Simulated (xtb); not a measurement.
H₃OSi, charge +1, singlet, at a GFN2-xTB geometry; GFN1-xTB in xtb 6.7.1.

Here is a job for xtb.
```
$ xtb mol.xyz --gfn 1 --chrg 1 --etemp 3000 --json

# file mol.xyz
5

O      0.96806077    -0.29274694    -0.01801030
Si    -0.52671752     0.13783196     0.00849571
H      1.90715119    -0.08140312    -0.00537859
H     -0.91460201     1.53346203     0.09340103
H     -1.36299003    -1.03973089    -0.06287995
```

### Question
Predict the main parts of the log of this xtb run.

### Answer

```
   ID    Z sym.   atoms
    1    8 O      1
    2   14 Si     2
    3    1 H      3-5

           -------------------------------------------------
          |                Calculation Setup                |
           -------------------------------------------------

           -------------------------------------------------
          |                 G F N 1 - x T B                 |
           -------------------------------------------------

          ...................................................
          :                      SETUP                      :
          :.................................................:
          :  # basis functions                  20          :
          :  # atomic orbitals                  19          :
          :  # shells                           11          :
          :  # electrons                        12          :
          :  # halogen bonds                     0          :
          :  max. iterations                   250          :
          :  Hamiltonian                  GFN1-xTB          :
          :  restarted?                      false          :
          :  GBSA solvation                  false          :
          :  PC potential                    false          :
          :  electronic temp.         3000.0000000     K    :
          :  accuracy                    1.0000000          :
          :  -> integral cutoff          0.2500000E+02      :
          :  -> integral neglect         0.1000000E-07      :
          :  -> SCF convergence          0.1000000E-05 Eh   :
          :  -> wf. convergence          0.2000000E-04 e    :
          :  Broyden damping             0.4000000          :
          :  net charge                          1          :
          :  unpaired electrons                  0          :
          ...................................................

 iter      E             dE          RMSdq      gap      omega  full diag
   1     -7.7946908 -0.779469E+01  0.651E+00    5.84       0.0  T
   2     -7.8229279 -0.282371E-01  0.327E+00    5.40       1.0  T
   3     -7.8211615  0.176635E-02  0.129E+00    5.67       1.0  T
   4     -7.8268402 -0.567872E-02  0.281E-01    5.40       1.0  T
   5     -7.8269206 -0.803524E-04  0.126E-01    5.52       1.0  T
   6     -7.8270101 -0.895024E-04  0.713E-02    5.46       1.0  T
   7     -7.8270478 -0.377040E-04  0.204E-02    5.47       2.2  T
   8     -7.8270510 -0.324660E-05  0.313E-03    5.48      14.3  T
[...]
         :: total energy              -7.761605129170 Eh    ::
[...]
         9                         -0.4325511             -11.7703
        10                         -0.3823009             -10.4029
        11                         -0.3287042              -8.9445
        12                         -0.2825568              -7.6888
        13                         -0.2593420              -7.0571
        14                         -0.2381167              -6.4795
        15                         -0.1951255              -5.3096
        16                          0.1381829               3.7601
        17                          0.5611957              15.2709
       ...                                ...                  ...
        19                          1.2702349              34.5648
      -------------------------------------------------------------
                  HL-Gap            0.2014314 Eh            5.4812 eV
             Fermi-level           -0.6010174 Eh          -16.3545 eV

  Mulliken/CM5 charges         n(s)   n(p)   n(d)
     1O    -0.38602 -0.56103   1.627  4.759  0.000
     2Si    0.73118  0.55178   1.359  1.213  0.696
     3H     0.45640  0.62982   0.544  0.000  0.000
     4H     0.09543  0.18465   0.905  0.000  0.000
     5H     0.10300  0.19478   0.897  0.000  0.000

Wiberg/Mayer (AO) data.
largest (>0.10) Wiberg bond orders for each atom

 ---------------------------------------------------------------------------
     #   Z sym  total        # sym  WBO       # sym  WBO       # sym  WBO
 ---------------------------------------------------------------------------
     1   8 O    2.489 --     2 Si   1.705     3 H    0.755
     2  14 Si   3.509 --     1 O    1.705     4 H    0.889     5 H    0.887
     3   1 H    0.790 --     1 O    0.755
     4   1 H    0.986 --     2 Si   0.889
     5   1 H    0.984 --     2 Si   0.887
 ---------------------------------------------------------------------------

Topologies differ in total number of bonds
Writing topology from bond orders to xtbtopo.mol

 dipole moment from electron density (au)
     X       Y       Z
  -0.3034   0.5952   0.0362  total (Debye):    1.701

           -------------------------------------------------
          | TOTAL ENERGY               -7.761605129170 Eh   |
          | GRADIENT NORM               0.027125779032 Eh/α |
          | HOMO-LUMO GAP               5.481226039521 eV   |
           -------------------------------------------------

normal termination of xtb
```
